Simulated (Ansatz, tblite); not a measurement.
Cost and result up the ladder for Ge(SMe)H3 (CH₆GeS) (9 atoms). The state is a singlet with charge 0. Geometry: PBE-D4/def2-SVP.

Cartesian coordinates in Å:
```
Ge 0.870 1.096 0.655
S 0.348 0.153 -1.306
C -0.863 -1.099 -0.724
H -0.400 -1.823 -0.025
H -1.204 -1.644 -1.625
H -1.743 -0.627 -0.243
H -0.387 1.742 1.303
H 1.934 2.173 0.336
H 1.444 0.029 1.630
```

Ansatz on 2 threads of AMD EPYC 9R45 on a shared host; xTB runs through tblite on one thread. Times are rough, summed over both states, and most runs start from the orbitals of an earlier one. ωB97M-V/def2-TZVP serves as the yardstick here, not as an exact answer. The other state is a doublet.

The xTB rows come from tblite. LC-ωPBE has ω = 0.4 bohr⁻¹.

Raw xTB energies of ions are shifted by several eV.

```
                             level  functions  wall time  vertical IE (eV)  difference from ωB97M-V/def2-TZVP (eV)
                          GFN2-xTB         28    0.007 s             13.39                                    4.39
                          GFN1-xTB         34    0.011 s             14.93                                    5.93
                  PBE-D4/def2-TZVP        152      2.1 s              8.80                                   -0.20
                 LC-ωPBE/def2-TZVP        152        3 s              9.01                                    0.01
                BHLYP-D4/def2-TZVP        152      3.1 s              8.86                                   -0.14
   PBE0-D4/def2-TZVP (with forces)        152      3.4 s              8.90                                   -0.10
               r2SCAN-D4/def2-TZVP        152      4.3 s              8.83                                   -0.17
              r2SCAN0-D4/def2-TZVP        152      4.9 s              8.89                                   -0.11
r2SCANh-D4/def2-TZVP (with forces)        152      5.5 s              8.86                                   -0.14
                 ωB97M-V/def2-TZVP        152      8.7 s              9.00                                    0.00
```
